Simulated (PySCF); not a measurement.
# Heteronuclear NMR

Geometry:
```tsv
atom	x (Å)	y (Å)	z (Å)
C1	-2.226	1.251	-0.656
N2	-1.393	0.560	-0.021
C3	-1.474	-0.824	0.077
C4	-2.610	-1.476	0.342
O5	-0.304	-1.469	0.021
Si6	1.158	-1.063	-0.584
N7	1.581	0.538	-0.160
C8	2.857	1.153	-0.420
H9	-3.055	0.843	-1.239
H10	-2.117	2.326	-0.633
H11	-3.543	-0.953	0.437
H12	-2.602	-2.535	0.515
H13	1.148	-1.133	-2.050
H14	1.922	-2.154	0.022
H15	1.058	1.004	0.567
H16	3.528	1.098	0.444
H17	3.333	0.636	-1.250
H18	2.729	2.204	-0.689
```

- geometry from GFN2-xTB
- GIAO PBE0/pcSseg-1 shieldings
- code: PySCF
- equivalent nuclei averaged, no solvent model, no relativistic terms, one computed conformer

Question: Where does 29Si resonate?

Answer: 
| atoms | environment | σ (ppm) | δ (ppm) |
| --- | --- | --- | --- |
| Si6 | silicon bonded to N, O, 2 H | 383.3 | -35.1 |

Shieldings were converted by a linear fit to measured shifts: 29Si: δ = 279.94 − 0.822σ (rms 8.9 ppm, 72 shifts, 25.8 ppm with the 6 outliers that the fit left out vs TMS, solution or neat liquid). A few per cent of atoms miss by over 2 rms, more outside the fitted compound classes.

On a 500 MHz spectrometer 29Si resonates near 99.3 MHz, so 1 ppm is 99.3 Hz.

Question: What are the 15N shifts?

Answer: 
```json
{"atoms": "N2", "environment": "imine nitrogen", "σ (ppm)": "-130.7", "δ (ppm)": "-27.7"}
{"atoms": "N7", "environment": "nitrogen bonded to C, Si, H", "σ (ppm)": "249.1", "δ (ppm)": "-377.6"}
```

Shieldings were converted by a linear fit to measured shifts: 15N: δ = -148.07 − 0.921σ (rms 6.3 ppm, 71 shifts vs CH3NO2, solution or neat liquid). A few per cent of atoms miss by over 2 rms, more outside the fitted compound classes.

On a 500 MHz spectrometer 15N resonates near 50.7 MHz, so 1 ppm is 50.7 Hz.

Question: Where does 17O resonate?

Answer: 
```
atoms             environment  σ (ppm)  δ (ppm)
   O5  oxygen bonded to C, Si    210.9     74.6
```

Shieldings were converted by a linear fit to measured shifts: 17O: δ = 266.70 − 0.911σ (rms 10.7 ppm, 155 shifts, 12.2 ppm with the 3 outliers that the fit left out vs liquid water, solution or neat liquid). Occasional misses reach two or three times the rms, and more in compound classes unlike the fitted ones.

On a 400 MHz spectrometer 17O resonates near 54.2 MHz, so 1 ppm is 54.2 Hz.
